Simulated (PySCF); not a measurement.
SMILES [GeH3][CH2][GeH3] (CH₈Ge₂), PBE0/def2-SVP optimised geometry.

```
11

Ge    -0.44     1.08     0.00
C     -1.11     0.13     1.58
Ge    -0.57    -1.75     1.70
H     -0.94     2.54     0.00
H      1.10     1.08     0.00
H     -0.93     0.38    -1.29
H     -2.21     0.18     1.57
H     -0.76     0.66     2.48
H      0.96    -1.86     1.73
H     -1.10    -2.54     0.49
H     -1.14    -2.39     2.99
```

Density from PBE0/def2-TZVP (PySCF) at that geometry.

Minimum of the electron density along straight lines between bonded atoms, close to the bond critical point (lines longer than 1.1 times the sum of covalent radii, or with two minima, are not listed):

| bond | length / Å | ρ at the minimum / e bohr⁻³ | ∇²ρ there / e bohr⁻⁵ | position (fraction from the first atom) |
|---|---|---|---|---|
| Ge1–C2 | 1.958 | 0.125 | 0.10 | 0.47 |
| C2–Ge3 | 1.958 | 0.125 | 0.10 | 0.53 |
| Ge1–H4 | 1.542 | 0.132 | 0.06 | 0.59 |
| Ge1–H5 | 1.541 | 0.132 | 0.06 | 0.59 |
| Ge1–H6 | 1.541 | 0.132 | 0.06 | 0.59 |
| C2–H7 | 1.102 | 0.266 | -0.86 | 0.64 |
| C2–H8 | 1.102 | 0.266 | -0.86 | 0.64 |
| Ge3–H9 | 1.541 | 0.132 | 0.06 | 0.59 |
| Ge3–H10 | 1.541 | 0.132 | 0.06 | 0.59 |
| Ge3–H11 | 1.542 | 0.132 | 0.06 | 0.59 |
